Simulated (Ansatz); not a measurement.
Geometry optimisation, Ansatz, RKS PBE/def2-SVP.

Input:

```yaml
crystal:
  periodic: [false, false, false]
  atoms:
    - { symbol: In, position_ang: [0.075042, 0.545807, -0.422481] }
    - { symbol: O, position_ang: [-0.131861, -0.008551, 2.695205] }
    - { symbol: H, position_ang: [-1.109642, -0.024856, 2.695975] }
    - { symbol: O, position_ang: [1.865819, -0.146425, -1.030881] }
    - { symbol: H, position_ang: [1.755023, -1.020982, -1.45465] }
    - { symbol: O, position_ang: [-1.820301, -0.128409, -0.67321] }
    - { symbol: H, position_ang: [-1.789115, -1.05709, -0.974799] }
    - { symbol: Br, position_ang: [0.171645, 2.890125, 0.689294] }
    - { symbol: H, position_ang: [0.057789, 0.965581, 2.650447] }
basis:
  gaussian: { orbitals: def2-SVP }
hamiltonian:
  xc: pbe
relax:
  f_tol: 0.03
  max_steps: 50
```

Launched with:

```bash
$ ansatz run input.yaml --threads 4 --pin off --max-ram 5120MiB --backend cpu --events-out ev --progress --plain --runs-dir out
```

Where does it end, and by what steps?

The forces met the threshold. After 19 steps the energy has fallen by 0.567 eV; H3 moved furthest, 1.11 Å. Joined: In1–O2 (3.17 → 2.35 Å).

```
step  energy less start (eV)  largest force component (eV/Å)  accepted
   0                  0.0000                           0.830       yes
   1                 -0.1654                           1.084       yes
   2                 -0.3419                           1.013       yes
   3                 -0.4018                           0.395       yes
   4                 -0.4307                           0.243       yes
   5                 -0.4236                           0.922        no
   6                 -0.4465                           0.284       yes
   7                 -0.4605                           0.472       yes
   8                 -0.4744                           0.803       yes
   9                 -0.5051                           0.505       yes
  10                 -0.5254                           0.602       yes
  11                 -0.5441                           0.568       yes
  12                 -0.5613                           0.179       yes
  13                 -0.5644                           0.079       yes
  14                 -0.5657                           0.086       yes
  15                 -0.5662                           0.086       yes
  16                 -0.5652                           0.286        no
  17                 -0.5668                           0.030       yes
  18                 -0.5671                           0.047       yes
  19                 -0.5672                           0.007       yes
```

```xyz
9
Properties=species:S:1:pos:R:3
In 0.210 0.746 -0.098
O -0.071 -0.112 2.074
H -0.958 -0.367 1.653
O 1.751 -0.118 -1.079
H 1.763 -1.071 -0.858
O -1.669 -0.124 0.099
H -1.900 -0.765 -0.599
Br 0.222 3.216 0.283
H -0.273 0.612 2.700
```

Whether the end is a true minimum wasn't checked by a vibrational analysis.

Time of the run: 32 s on 4 threads of Arm Neoverse V1, on a shared host, peak memory 0.18 GiB.
